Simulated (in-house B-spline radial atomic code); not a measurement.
A fraction x of an electron is removed from 4d in Tm, starting from [Xe] 4f13 6s2 and keeping the highest spin. All numbers are computed (scalar-relativistic (X2C) SCAN, spin-polarised, spherical fractional occupations; Fermi nucleus of rms radius 5.2256 fm) with a radial B-spline atomic code at the basis-set limit, not measured.

```json
{"x": "0", "E(x) - E(0) (eV)": "0.0000", "4d down level (eV)": "-173.478"}
{"x": "0.06", "E(x) - E(0) (eV)": "10.4345", "4d down level (eV)": "-174.344"}
{"x": "0.13", "E(x) - E(0) (eV)": "22.6748", "4d down level (eV)": "-175.384"}
{"x": "0.26", "E(x) - E(0) (eV)": "?", "4d down level (eV)": "?"}
{"x": "0.44", "E(x) - E(0) (eV)": "77.7951", "4d down level (eV)": "-180.312"}
{"x": "0.5", "E(x) - E(0) (eV)": "?", "4d down level (eV)": "?"}
{"x": "0.62", "E(x) - E(0) (eV)": "110.5250", "4d down level (eV)": "-183.377"}
{"x": "0.71", "E(x) - E(0) (eV)": "127.0999", "4d down level (eV)": "-184.959"}
{"x": "0.8", "E(x) - E(0) (eV)": "143.8186", "4d down level (eV)": "-186.572"}
{"x": "0.9", "E(x) - E(0) (eV)": "162.5667", "4d down level (eV)": "-188.397"}
{"x": "1", "E(x) - E(0) (eV)": "181.4992", "4d down level (eV)": "-190.257"}
```

(1) What belongs in the row x = 0.26?

(2) What belongs in the row x = 0.5?

(3) Check Janak's theorem between x = 0.06 and 0.13.

## Answers

(1) An energy change of 45.6042 eV; 4d down at -177.391 eV.

(2) An energy change of 88.6439 eV; 4d down at -181.318 eV.

(3) The slope of the energy is 174.86 eV; the orbital levels give 174.86 eV (-ε of the emptying orbital, averaged over the two points).
